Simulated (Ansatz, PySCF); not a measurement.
Gas-phase reaction (SMILES): [Cl][Al]([Br])[Br] + N (NH3) -> [NH2][Al]([Br])[Br] + Cl (HCl); ammonia cleaves one Al-Cl bond, a model of a ligand-exchange step.

Each molecule is optimised on its own at B3LYP-D3(BJ)/def2-TZVP (Ansatz, a quantum-chemistry and plane-wave program), one conformer each, not searched for the lowest. Valence correlation only, unless marked. No spin-orbit coupling. The frozen core is the preceding noble-gas configuration, with the filled d and f shells of earlier blocks. No relativistic terms. Basis-set limits of correlation are two-point, X^-3; Hartree-Fock from the larger set. Thermal terms are rigid-rotor harmonic-oscillator values from B3LYP-D3(BJ) frequencies (Ansatz or PySCF) at 298.15 K and 1 atm. 1 Eh = 627.5095 kcal/mol.

| species | E, CCSD(T)/CBS(def2-TZVPPD,def2-QZVPPD) (Ansatz) (Eh) | E, wB97M-V/def2-TZVPD (Ansatz) (Eh) | H - E (Eh) |
|---|---|---|---|
| [Cl][Al]([Br])[Br] | -5847.36549 | -5850.85757 | 0.01065 |
| N (NH3) | -56.50452 | -56.55014 | 0.03799 |
| [NH2][Al]([Br])[Br] | -5443.46782 | -5446.59503 | 0.03536 |
| Cl (HCl) | -460.37886 | -460.79070 | 0.01000 |

Q: Work out ΔE and ΔH at 298.15 K at the first level, then ΔH at the second.

A: 
1. ΔE = [(-5443.46782) + (-460.37886)] - [(-5847.36549) + (-56.50452)] = 0.02333 Eh = 14.6 kcal/mol at CCSD(T)/CBS(def2-TZVPPD,def2-QZVPPD).
2. The terms H - E add up to -0.00328 Eh, so ΔH = (0.02333 + (-0.00328))×627.5095 = 12.6 kcal/mol.
3. At wB97M-V/def2-TZVPD the same steps give ΔE = 13.8 and ΔH = 11.7 kcal/mol, a shift of -0.9 from the first level.
4. These values are not checked against measurement here, since the tables used lack a sound gas-phase enthalpy of formation for at least one species.
